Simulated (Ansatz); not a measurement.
Here is a job for Ansatz (a quantum-chemistry and plane-wave program).
Ansatz 0.2 input:
```yaml
crystal:
  periodic: [false, false, false]
  atoms:
    - {symbol: Ge, position_ang: [-0.00000000, -0.00000000, -0.67834772]}
    - {symbol: S, position_ang: [0.00000000, 0.00000000, 1.35669544]}
basis:
  gaussian:
    orbitals: STO-3G
hamiltonian:
  xc: hf
```

### Question
What does this run give for the total energy, number of basis functions?

### Answer

- total energy = -2444.9032 Eh
- number of basis functions = 27
